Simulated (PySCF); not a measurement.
C₄H₅ (SMILES [CH]=C1CC1), doublet, at a GFN2-xTB geometry, with bond 8-3 at 2.4 times its length; PySCF with CASSCF(5,4)/6-31G*.

Input for PySCF:
```python
from pyscf import gto, scf, mcscf
import numpy

mol = gto.M(
    atom='''
C    -0.004161    0.006410    0.418625
C    -0.002093   -0.803829   -0.823336
C     0.018426    0.691366   -0.931558
C    -0.016515    0.039816    1.679741
H    -0.913340   -1.326673   -1.078227
H     0.900249   -1.350230   -1.059838
H     0.937302    1.183945   -1.212994
H    -2.141283    1.930253   -1.651263
H    -0.016700    0.682813    2.521659
''',
    basis='6-31g*',
    charge=0,
    spin=1,
    verbose=4,
)

mf = scf.ROHF(mol)
mf.kernel()
mc = mcscf.CASSCF(mf, 4, 5)
mc.kernel()
occ = numpy.linalg.eigvalsh(mc.fcisolver.make_rdm1(mc.ci, mc.ncas, mc.nelecas))[::-1]
ss = mc.fcisolver.spin_square(mc.ci, mc.ncas, mc.nelecas)[0]
print('natural occupations', occ.round(4), ' <S^2>', round(ss, 4))
```

Output, abridged:

```
PySCF version 2.14.0

[INPUT] verbose = 4
[INPUT] num. atoms = 9
[INPUT] num. electrons = 29
[INPUT] charge = 0
[INPUT] spin (= nelec alpha-beta = 2S) = 1
[INPUT] symmetry False subgroup None
[INPUT] Mole.unit = angstrom
[INPUT] Symbol           X                Y                Z      unit          X                Y                Z       unit  Magmom
[INPUT]  1 C     -0.004161000000   0.006410000000   0.418625000000 AA   -0.007863150404   0.012113144458   0.791086598896 Bohr   0.0
[INPUT]  2 C     -0.002093000000  -0.803829000000  -0.823336000000 AA   -0.003955196779  -1.519016660983  -1.555879548495 Bohr   0.0
[INPUT]  3 C      0.018426000000   0.691366000000  -0.931558000000 AA    0.034820093571   1.306492391836  -1.760389489148 Bohr   0.0
[INPUT]  4 C     -0.016515000000   0.039816000000   1.679741000000 AA   -0.031208826947   0.075241335376   3.174250450203 Bohr   0.0
[INPUT]  5 H     -0.913340000000  -1.326673000000  -1.078227000000 AA   -1.725962458610  -2.507048626855  -2.037553730111 Bohr   0.0
[INPUT]  6 H      0.900249000000  -1.350230000000  -1.059838000000 AA    1.701224053914  -2.551564905171  -2.002803556407 Bohr   0.0
[INPUT]  7 H      0.937302000000   1.183945000000  -1.212994000000 AA    1.771244076007   2.237331796548  -2.292226450741 Bohr   0.0
[INPUT]  8 H     -2.141283000000   1.930253000000  -1.651263000000 AA   -4.046438425187   3.647649521120  -3.120434829628 Bohr   0.0
[INPUT]  9 H     -0.016700000000   0.682813000000   2.521659000000 AA   -0.031558426280   1.290329564293   4.765244889545 Bohr   0.0

nuclear repulsion = 99.4379170764299
number of shells = 34
number of NR pGTOs = 128
number of NR cGTOs = 66
basis = 6-31g*
ecp = {}

******** <class 'pyscf.scf.rohf.ROHF'> ********
method = ROHF
initial guess = minao
damping factor = 0
level_shift factor = 0
DIIS = <class 'pyscf.scf.diis.CDIIS'>
diis_start_cycle = 1
diis_space = 8
diis_damp = 0
SCF conv_tol = 1e-09
SCF conv_tol_grad = None
SCF max_cycles = 50
direct_scf = True
direct_scf_tol = 1e-13
num. doubly occ = 14  num. singly occ = 1
Set gradient conv threshold to 3.16228e-05
init E= -154.831854602401
  HOMO = -0.127783373946079  LUMO = -0.0764522854287759  gap/eV = 1.39679
cycle= 1 E= -153.88292191196  delta_E= 0.949  |g|= 0.417  |ddm|= 1.94
  HOMO = -0.135036163445047  LUMO = -0.0334232418516547  gap/eV = 2.76503
cycle= 2 E= -153.912747677859  delta_E= -0.0298  |g|= 0.331  |ddm|= 0.801
  HOMO = -0.130663948700445  LUMO = 0.0122094307860277  gap/eV = 3.88778
cycle= 3 E= -153.972235662262  delta_E= -0.0595  |g|= 0.109  |ddm|= 0.537
  HOMO = -0.124652861209576  LUMO = 0.0113589897582314  gap/eV = 3.70107
cycle= 4 E= -153.986814332917  delta_E= -0.0146  |g|= 0.0661  |ddm|= 0.194
  HOMO = -0.128864576372471  LUMO = 0.0178734586686073  gap/eV = 3.99295
cycle= 5 E= -154.000132440377  delta_E= -0.0133  |g|= 0.0621  |ddm|= 0.169
  HOMO = -0.128093273617325  LUMO = 0.0176564641984123  gap/eV = 3.96605
cycle= 6 E= -153.991215444527  delta_E= 0.00892  |g|= 0.0577  |ddm|= 0.106
  HOMO = -0.123635956382036  LUMO = 0.0316917613854804  gap/eV = 4.22668
cycle= 7 E= -153.975656254865  delta_E= 0.0156  |g|= 0.0377  |ddm|= 0.289
  HOMO = -0.127880016032172  LUMO = 0.0346318298989723  gap/eV = 4.42217
cycle= 8 E= -153.975594885264  delta_E= 6.14e-05  |g|= 0.0414  |ddm|= 0.204
  HOMO = -0.125879539185177  LUMO = 0.00923327340361846  gap/eV = 3.67661
cycle= 9 E= -153.975960221389  delta_E= -0.000365  |g|= 0.0236  |ddm|= 0.0723
  HOMO = -0.129366866318083  LUMO = 0.000202348623549842  gap/eV = 3.52576
cycle= 10 E= -153.976005702907  delta_E= -4.55e-05  |g|= 0.0119  |ddm|= 0.0974
  HOMO = -0.13287638620435  LUMO = 0.00775232997322384  gap/eV = 3.82670
cycle= 11 E= -153.976217192667  delta_E= -0.000211  |g|= 0.00788  |ddm|= 0.0247
  HOMO = -0.134106686456633  LUMO = 0.0121191144629917  gap/eV = 3.97901
cycle= 12 E= -153.976177041896  delta_E= 4.02e-05  |g|= 0.00322  |ddm|= 0.0316
  HOMO = -0.134013447215714  LUMO = 0.0153264015673997  gap/eV = 4.06374
cycle= 13 E= -153.976190310449  delta_E= -1.33e-05  |g|= 0.0021  |ddm|= 0.0159
  HOMO = -0.133911138107246  LUMO = 0.0132565722667928  gap/eV = 4.00464
cycle= 14 E= -153.97619161428  delta_E= -1.3e-06  |g|= 0.00112  |ddm|= 0.00656
  HOMO = -0.134014709271252  LUMO = 0.0135232830029972  gap/eV = 4.01471
cycle= 15 E= -153.976193244689  delta_E= -1.63e-06  |g|= 0.000393  |ddm|= 0.00347
  HOMO = -0.134160886407331  LUMO = 0.0135502976795165  gap/eV = 4.01943
cycle= 16 E= -153.976193587814  delta_E= -3.43e-07  |g|= 0.000265  |ddm|= 0.00131
  HOMO = -0.134221455325394  LUMO = 0.0135204359182333  gap/eV = 4.02026
cycle= 17 E= -153.97619364379  delta_E= -5.6e-08  |g|= 0.000201  |ddm|= 0.000796
  HOMO = -0.134226012104028  LUMO = 0.013528990684605  gap/eV = 4.02062
cycle= 18 E= -153.976193520735  delta_E= 1.23e-07  |g|= 9.68e-05  |ddm|= 0.000809
  HOMO = -0.134226953379332  LUMO = 0.0135182908205458  gap/eV = 4.02035
cycle= 19 E= -153.976193505008  delta_E= 1.57e-08  |g|= 2.33e-05  |ddm|= 0.000412
  HOMO = -0.134226602630183  LUMO = 0.0135170115729233  gap/eV = 4.02031
cycle= 20 E= -153.976193505355  delta_E= -3.47e-10  |g|= 8.76e-06  |ddm|= 4.28e-05
  HOMO = -0.134228036060229  LUMO = 0.0135163267599956  gap/eV = 4.02033
Extra cycle  E= -153.976193505405  delta_E= -5e-11  |g|= 8.31e-06  |ddm|= 2.02e-05
converged SCF energy = -153.976193505405

******** <class 'pyscf.mcscf.mc1step.CASSCF'> ********
CAS (3e+2e, 4o), ncore = 12, nvir = 50
max_cycle_macro = 50
max_cycle_micro = 4
conv_tol = 1e-07
conv_tol_grad = None
orbital rotation max_stepsize = 0.02
orbital rotation threshold for CI restart = 0.01
augmented hessian ah_max_cycle = 30
augmented hessian ah_conv_tol = 1e-12
augmented hessian ah_linear dependence = 1e-14
augmented hessian ah_level shift = 1e-08
augmented hessian ah_start_tol = 2.5
augmented hessian ah_start_cycle = 3
augmented hessian ah_grad_trust_region = 3
kf_trust_region = 3
kf_interval = 4
ci_response_space = 4
ci_grad_trust_region = 3
with_dep4 0
natorb = False
canonicalization = True
sorting_mo_energy = False
ao2mo_level = 2
internal_rotation = False
******** <class 'pyscf.fci.direct_spin1.FCISolver'> ********
max. cycles = 50
conv_tol = 1e-08
davidson only = False
linear dependence = 1e-12
level shift = 0.001
max iter space = 12
nroots = 1
pspace_size = 400
spin = None
CASCI E = -154.059538050517  S^2 = 0.7500000
Set conv_tol_grad to 0.000316228
macro iter   1 ( 21 JK    4 micro), CASSCF E = -154.093705652913  dE = -3.41676024e-02  S^2 = 0.7500001
               |grad[o]|=0.124  |grad[c]|=0.0345  |ddm|=0.183  |maxRot[o]|=0.158
macro iter   2 ( 21 JK    4 micro), CASSCF E = -154.094981394569  dE = -1.27574166e-03  S^2 = 0.7500001
               |grad[o]|=0.0319  |grad[c]|=0.0069  |ddm|=0.0242  |maxRot[o]|=  0.1
macro iter   3 ( 20 JK    4 micro), CASSCF E = -154.095447186166  dE = -4.65791597e-04  S^2 = 0.7500000
               |grad[o]|=0.014  |grad[c]|=0.0154  |ddm|=0.0249  |maxRot[o]|=0.216
macro iter   4 ( 12 JK    3 micro), CASSCF E = -154.095551147647  dE = -1.03961480e-04  S^2 = 0.7500000
               |grad[o]|=0.00574  |grad[c]|=0.014  |ddm|=0.0125  |maxRot[o]|=0.147
macro iter   5 ( 21 JK    4 micro), CASSCF E = -154.095606659417  dE = -5.55117705e-05  S^2 = 0.7500000
               |grad[o]|=0.00393  |grad[c]|=0.00778  |ddm|=0.00521  |maxRot[o]|=0.0594
macro iter   6 (  7 JK    2 micro), CASSCF E = -154.095672324739  dE = -6.56653218e-05  S^2 = 0.7500000
               |grad[o]|=0.00177  |grad[c]|=0.00431  |ddm|=0.00245  |maxRot[o]|=0.0621
macro iter   7 (  7 JK    2 micro), CASSCF E = -154.095721897980  dE = -4.95732411e-05  S^2 = 0.7500000
               |grad[o]|=0.0013  |grad[c]|=0.00403  |ddm|=0.0024  |maxRot[o]|=0.0699
macro iter   8 (  7 JK    2 micro), CASSCF E = -154.095755633095  dE = -3.37351153e-05  S^2 = 0.7500000
               |grad[o]|=0.000971  |grad[c]|=0.00352  |ddm|=0.00213  |maxRot[o]|=0.0699
macro iter   9 (  7 JK    2 micro), CASSCF E = -154.095777406867  dE = -2.17737718e-05  S^2 = 0.7500000
               |grad[o]|=0.000819  |grad[c]|=0.00318  |ddm|=0.00214  |maxRot[o]|=0.0699
macro iter  10 (  7 JK    2 micro), CASSCF E = -154.095791095572  dE = -1.36887047e-05  S^2 = 0.7500000
               |grad[o]|=0.000748  |grad[c]|=0.00308  |ddm|=0.00224  |maxRot[o]|=0.0699
macro iter  11 ( 15 JK    4 micro), CASSCF E = -154.095769957541  dE =  2.11380304e-05  S^2 = 0.7500000
               |grad[o]|=0.00062  |grad[c]|=0.00681  |ddm|=0.00226  |maxRot[o]|=0.0549
macro iter  12 ( 12 JK    3 micro), CASSCF E = -154.095788223018  dE = -1.82654763e-05  S^2 = 0.7500000
               |grad[o]|=0.000735  |grad[c]|=0.00331  |ddm|=0.0011  |maxRot[o]|=0.0427
macro iter  13 ( 21 JK    4 micro), CASSCF E = -154.095777605009  dE =  1.06180083e-05  S^2 = 0.7500000
               |grad[o]|=0.000448  |grad[c]|=0.00536  |ddm|=0.00169  |maxRot[o]|= 0.11
macro iter  14 ( 22 JK    4 micro), CASSCF E = -154.095790345070  dE = -1.27400608e-05  S^2 = 0.7500000
               |grad[o]|=0.000803  |grad[c]|=0.00131  |ddm|=0.000849  |maxRot[o]|=0.0477
macro iter  15 ( 21 JK    4 micro), CASSCF E = -154.095789657691  dE =  6.87379185e-07  S^2 = 0.7500000
               |grad[o]|=0.000504  |grad[c]|=0.00103  |ddm|=0.00125  |maxRot[o]|=0.0178
macro iter  16 ( 25 JK    4 micro), CASSCF E = -154.095796126680  dE = -6.46898843e-06  S^2 = 0.7500000
               |grad[o]|=0.000443  |grad[c]|=0.000741  |ddm|=0.000668  |maxRot[o]|=0.0245
macro iter  17 ( 21 JK    4 micro), CASSCF E = -154.095795616612  dE =  5.10067196e-07  S^2 = 0.7500000
               |grad[o]|=0.000267  |grad[c]|=0.00154  |ddm|=0.000648  |maxRot[o]|=0.048
macro iter  18 ( 25 JK    4 micro), CASSCF E = -154.095799139445  dE = -3.52283317e-06  S^2 = 0.7500000
               |grad[o]|=0.000504  |grad[c]|=0.000588  |ddm|=0.000403  |maxRot[o]|=0.0313
macro iter  19 ( 21 JK    4 micro), CASSCF E = -154.095798224119  dE =  9.15326240e-07  S^2 = 0.7500000
               |grad[o]|=0.000214  |grad[c]|=0.00111  |ddm|=0.000211  |maxRot[o]|=0.0529
macro iter  20 ( 19 JK    3 micro), CASSCF E = -154.095799898476  dE = -1.67435644e-06  S^2 = 0.7500000
               |grad[o]|=0.000339  |grad[c]|=0.000203  |ddm|=0.000171  |maxRot[o]|=0.0146
macro iter  21 (  6 JK    1 micro), CASSCF E = -154.095800630272  dE = -7.31796632e-07  S^2 = 0.7500000
               |grad[o]|=9.95e-05  |grad[c]|=0.000324  |ddm|=0.000208  |maxRot[o]|=0.0193
macro iter  22 (  5 JK    1 micro), CASSCF E = -154.095800643920  dE = -1.36477638e-08  S^2 = 0.7500000
               |grad[o]|=4.78e-05  |grad[c]|=4.5e-05  |ddm|=8.75e-05  |maxRot[o]|=0.000957
1-step CASSCF converged in  22 macro (343 JK  69 micro) steps
CASSCF canonicalization
Density matrix diagonal elements [1.98347761 1.47229976 0.95181945 0.59240317]
CASSCF energy = -154.095800643920
CASCI E = -154.095800643920  E(CI) = -4.87946605705918  S^2 = 0.7500000
natural occupations [1.9976 1.4822 1.0024 0.5178]  <S^2> 0.75
```
